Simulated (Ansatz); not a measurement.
Ansatz (a program for electronic structure) input (RI-MP2/def2-QZVPP):
A basis named .json is the Basis Set Exchange file of that set.

Ansatz 0.2 input:
```yaml
crystal:
  periodic: [false, false, false]
  atoms:
    - {symbol: Mg, position_ang: [-0.00000000, -0.00000000, -0.73136473]}
    - {symbol: O, position_ang: [0.00000000, 0.00000000, 1.09704709]}
basis:
  gaussian:
    orbitals: def2-QZVPP.json
    fitting: {mean_field: def2-universal-jkfit, correlation: def2-QZVPP-RIFIT.json}
total_charge: 1
magnetization: {spin_polarized: true, initial_magnetization: 1}
correlation: {method: mp2, electrons: outside_noble_gas}
```

Output:

```
Functional definition: HF
integrals: 0.03 GiB planned
189 factors; integrals over basis functions are off by at most 1.6e0 eV
295 factors; integrals over basis functions are off by at most 9.5e-1 eV
mean field: 0.17 GiB planned
mean field evaluation 1: about -7454.5025 eV, gradient 4.5e1 eV
mean field evaluation 2: about -7457.3775 eV, gradient 3.3e1 eV
mean field evaluation 4: about -7461.5390 eV, gradient 4.4e-1 eV
mean field evaluation 8: about -7455.1529 eV, gradient 2.2e1 eV
mean field evaluation 16: about -7460.2243 eV, gradient 1.2e1 eV
mean field evaluation 32: about -7460.5118 eV, gradient 1.1e0 eV
mean field evaluation 64: about -7460.6110 eV, gradient 1.2e0 eV
mean field evaluation 96: about -7460.4693 eV, gradient 6.3e-2 eV
mean field -7461.54263024 eV, -274.2066340462 hartree, gradient 1.6e-6 eV, S^2 0.767727; 13 other end points of the search recorded, 0 dependent functions left out
6 core orbitals not correlated
reference -7461.54263024 eV, -274.2066340462 hartree; 4, 3 occupied and 110, 111 virtual orbitals, 295 factors
second order -6.15343366 eV of doubles, -0.00000000 eV of singles
Total energy: -7467.69606390 eV, -274.4327685622 hartree
```
